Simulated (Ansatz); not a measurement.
Species: C, charge 0, triplet.

Total energies in cc-pV5Z, 4 correlated electrons, 1 frozen orbitals. UHF or UKS for unpaired electrons; spin-orbit terms are left out. Cores are frozen in correlated methods. No relativity. Full CI freezes restricted core orbitals and the other rows unrestricted ones, which leaves a small offset even where coupled cluster is exact.

```tsv
method	program	energy (Eh)	error against FCI (mEh)
HF	Ansatz	-37.69368	94.94
MP2	Ansatz	-37.76783	20.79
CCSD	Ansatz	-37.78577	2.84
CCSD(T)	Ansatz	-37.78824	0.38
CCSDT(Q)	Ansatz	-37.78872	-0.10
FCI	Ansatz	-37.78862	0.00
```

Ansatz is a program for electronic structure.
